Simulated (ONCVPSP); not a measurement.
Be (Z = 4): ONCV pseudisation with PW91, scalar-relativistic reference atom.

ONCVPSP 4.0.1 input, shortened (lines: element, Z, core and valence counts, functional; n l f; lmax; l rc ep ncon nbas qcut; lloc lpopt rc5 dvloc0; l nproj debl; icmod fcfact rcfact), PW91, scalar-relativistic:

```
  Be 4.00    0    2  -109134      upf
    1    0    2.00
    2    0    2.00
    1
    0    0.85    0.00    4    8   12.80
    1    0.75    0.12    4    7   13.00
    4    5    0.60    6.00
    0    2    1.50
    1    3    0.90
    0    0.00    0.00
```

Poles of the logarithmic derivatives, all-electron (AE) and pseudo (PS). s: poles at -3.1 (AE) and -3.1 (PS) Ha. p: poles at no energy (AE) and no energy (PS) Ha. Test radii: s 0.86, p 0.76 bohr.

- Cutoffs needed: 68 Ha and 79 Ha (the cutoffs (Ha) at which the residual kinetic energy of the hardest occupied pseudo-wave falls to 1 and 0.1 mHa per electron)
- Ghost test: no bound ghost flagged; GHOST(+) flagged for p at 95.9 eV
- Largest excitation error: +5.5 meV (all-electron minus pseudo) for 1s2 2s0 2p2, out of 4 test configurations
